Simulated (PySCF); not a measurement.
# Dipole response of Se (selenium, neutral)

[Ar] 3d10 4s2 4p3 5s1, high-spin 5S determinant (an excited configuration). Computed with PySCF 2.14 in x2c-QZVPPall with one added diffuse shell each of s, p, d, f type (12s9p6d5f1g, 113 functions), with the spin-free X2C one-electron Hamiltonian (Gaussian nucleus). Coupled (time-dependent) response in atomic units; α is the mean over directions.

```
method  mean α (bohr³)  C₆ (like pair)   S(−4)
  BLYP           281.4            3331  105700
```

S(−4) is the Cauchy moment in α(ω) = α(0) + S(−4) ω² + …

α(iu) at BLYP:

```tsv
u (hartree)	α(iu) (bohr³)
0	281.4
0.0500	148.9
0.100	68.60
0.200	29.27
0.300	18.85
0.500	10.91
0.750	6.664
1.00	4.500
1.50	2.475
2.00	1.600
3.00	0.8716
5.00	0.4151
```

A single London oscillator, α(iu) = α/(1 + u²/ω²), gives C₆ = (3/4) ω α². Matching the computed C₆ needs ω = 4 × 3331 / (3 × 281.4²) = 0.0561 hartree.

The outer electron is Rydberg-like, and this basis confines it to a smaller radius and binds it less than a complete one would.
